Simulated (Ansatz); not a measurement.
`[NH2][Al]([F])[Cl]` + CH₃OH → `C[O][Al]([NH2])[Cl]` + H–F at 500 K and 1 bar (ligand exchange at the Al–F bond).

Program: Ansatz. Geometries: PBE0-D4/def2-TZVP. ΔE: electronic, gas phase. CCSD(T)/CBS is the MP2 limit (def2-TZVPP, def2-QZVPP) plus CCSD(T) − MP2 in def2-TZVPP, frozen cores. This one scheme is used for every species. Each species was taken in one conformer, which may not be the lowest.

```csv
species,CCSD(T)/CBS energy (Eh),H − E (kJ/mol),S (J/(mol·K))
`[NH2][Al]([F])[Cl]`,-857.68991,114.6,363.5
CH₃OH,-115.61712,157.0,265.4
`C[O][Al]([NH2])[Cl]`,-872.89306,232.0,435.4
H–F,-100.39570,39.4,188.7
```

H − E and S are ideal-gas, rigid-rotor, harmonic terms from PBE0-D4/def2-TZVP, for one conformer and one mirror image of each species. 1 Eh = 2625.50 kJ/mol, R = 8.31446 J/(mol·K).

Problem. By hand: ΔE, ΔH, ΔS and ΔG.

Solution. ΔE = (-872.89306) + (-100.39570) − (-857.68991) − (-115.61712) = 0.01827 Eh = 48.0 kJ/mol. Δ(H − E) = 232.0 + 39.4 − 114.6 − 157.0 = -0.2, so ΔH = 47.8 kJ/mol. ΔS = 435.4 + 188.7 − 363.5 − 265.4 = -4.8 J/(mol·K). ΔG = 47.8 − 500 × (-4.8)/1000 = 50.2 kJ/mol.

Problem. By hand: the equilibrium constant, and the temperature at which ΔG would vanish if ΔH and ΔS stayed fixed.

Solution. log₁₀ K = −ΔG/(RT ln 10) = -5.2. ΔH and −TΔS have one sign here, so there is no such temperature.

The number of gas molecules stays the same, so ΔS is small and ΔH decides. A doubt of 5 kJ/mol in ΔE shifts log₁₀ K by 0.5 here. Other conformers and mirror images would add mixing entropy, several J/(mol·K) or more a flexible species. These are equilibria of isolated gas molecules and say nothing of rates. Largest T1 diagnostic: 0.010 (customary marks: 0.02 for closed shells, 0.045 for open ones).

ΔS is within the doubt of such terms, so its sign, and with it that verdict, could turn.
